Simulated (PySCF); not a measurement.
Ge(H)2(vinyl)(NH2) (C₂H₇GeN), SMILES C=[CH][GeH2][NH2]. Geometry: PBE-D3(BJ)/def2-SVP. One conformer was computed; it need not be the lowest.

Computed equilibrium geometry at PBE-D3(BJ)/def2-SVP (PySCF confirms it by a frequency run) as Cartesian coordinates in Å (one conformer of several):
```xyz
11

Ge    -0.2595     0.4833    -0.0315
N     -1.9365    -0.2498     0.3213
C      1.1370    -0.8024    -0.5203
C      2.2041    -1.0471     0.2640
H     -0.4981     1.4933    -1.1866
H      0.2077     1.1953     1.2669
H     -1.8868    -1.0212     0.9988
H     -2.3784    -0.6263    -0.5267
H      1.0309    -1.3631    -1.4680
H      2.3557    -0.5144     1.2201
H      2.9807    -1.7844    -0.0072
```
Charge 0, spin multiplicity 1.
